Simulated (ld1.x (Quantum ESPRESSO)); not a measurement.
Configuration tests for iron (TM)

Fe (Z = 26), norm-conserving Troullier–Martins (Kleinman–Bylander form), made with ld1.x (Quantum ESPRESSO) 7.5 (PBE, scalar-relativistic). Core [Ne] 3s2, reference 3p6 3d6 4s2 4p0. Waves: 4s (bound): rc 2.00 bohr; 3p (bound): rc 1.20 bohr; 3d (bound): rc 1.75 bohr. Local part: the d channel. Core correction: none.

Energies are relative to the spin-unpolarised reference configuration 3p6 3d6 4s2 4p0; without spin polarisation the order of configurations can differ from experiment. The frozen-core shift is the all-electron ΔE with the core orbitals held at their reference shape minus the fully relaxed ΔE.

```json
{"valence configuration": "3p6 3d6 4s1 4p0", "charge": "+1", "ΔE all-electron (eV)": "8.729", "error AE − PS (meV)": "-1.6", "frozen-core shift (meV)": "+1.2"}
{"valence configuration": "3p6 3d6 4s0 4p0", "charge": "+2", "ΔE all-electron (eV)": "24.932", "error AE − PS (meV)": "-9.9", "frozen-core shift (meV)": "+3.5"}
{"valence configuration": "3p6 3d5 4s0 4p0", "charge": "+3", "ΔE all-electron (eV)": "59.155", "error AE − PS (meV)": "+20", "frozen-core shift (meV)": "+31"}
{"valence configuration": "3p6 3d7 4s0 4p0", "charge": "+1", "ΔE all-electron (eV)": "6.636", "error AE − PS (meV)": "-98", "frozen-core shift (meV)": "+20"}
{"valence configuration": "3p6 3d6 4s1 4p1", "charge": "0", "ΔE all-electron (eV)": "4.105", "error AE − PS (meV)": "-242", "frozen-core shift (meV)": "+0.6"}
```

Problem. What are ΔE and the potential's error for 3p6 3d6 4s0 4p1?

Solution. ΔE = 13.783 eV all-electron; the error (AE − PS) is -431 meV.

Problem. What are ΔE and the potential's error for 3p6 3d6.5 4s1.5 4p0?

Solution. ΔE = -0.727 eV all-electron; the error (AE − PS) is -17 meV.

Levels in the configuration 3p6 3d6 4s0 4p0:

```csv
level,all-electron (eV),pseudo (eV)
3p,-78.514,-78.354
3d,-25.717,-25.671
```

ld1.x printed “convergence not achieved” for 3 of the counted tests; their residual had stalled under 1e-8, short of the target of 1e-14.

Note: ghost state, extra bound levels that the all-electron valence spectrum of the same l lacks: s at -149.2 eV. A true bound ghost makes a file unfit for plane-wave use.
